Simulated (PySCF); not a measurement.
SnF: mean field, correlation and small terms against distance

State: ²Π, doublet, unpaired electrons π ↑. ROHF-based CCSD(T) in PySCF 2.14 with Sn cc-pwCVDZ-PP with ECP28, F aug-cc-pVDZ and Sn cc-pwCVTZ-PP with ECP28, F aug-cc-pVTZ (frozen core orbitals: 5; scalar-relativistic core potentials). Correlation energies are extrapolated as n⁻³ (n = 2, 3), Hartree–Fock as (n+1)·exp(−9√n). CV is the change on freezing 4 orbitals instead, in Sn cc-pwCVTZ-PP with ECP28, F cc-pwCVTZ. All energies in eV from Sn + F.

| R (Å) | HF/CBS | CCSD corr. | (T) | CV | total |
| --- | --- | --- | --- | --- | --- |
| 1.7304 | -2.642 | -1.533 | -0.1559 | -0.0088 | -4.340 |
| 1.8090 | -3.062 | -1.545 | -0.1669 | -0.0074 | -4.781 |
| 1.8877 | -3.229 | -1.560 | -0.1780 | -0.0062 | -4.973 |
| 1.9663 | -3.227 | -1.575 | -0.1888 | -0.0054 | -4.997 |
| 2.0450 | -3.114 | -1.591 | -0.1991 | -0.0047 | -4.909 |
| 2.1433 | -2.877 | -1.608 | -0.2113 | -0.0041 | -4.700 |
| 2.2416 | -2.580 | -1.621 | -0.2223 | -0.0036 | -4.427 |

A fit to the total gives Re = 1.9399 Å, De = 5.003 eV, ωe = 582.2 cm⁻¹, Be = 0.2731 cm⁻¹ (masses 119.9022 and 18.9984 u).

Task: At R = 1.9663 Å the CCSD correlation energy is -0.534827 hartree in the smaller basis and -0.758554 in the larger. Extrapolate it.

Result: (3³·E3 − 2³·E2)/(3³ − 2³) = -0.85275 hartree; the larger basis holds 89.0 % of it.

The T1 diagnostic is 0.019. The state was picked by a PBE0 search and need not be the measured ground state. Spin–orbit coupling, excitations beyond (T) and corrections to the Born–Oppenheimer picture are left out, and spin–orbit coupling matters for open p, d or f shells this heavy.
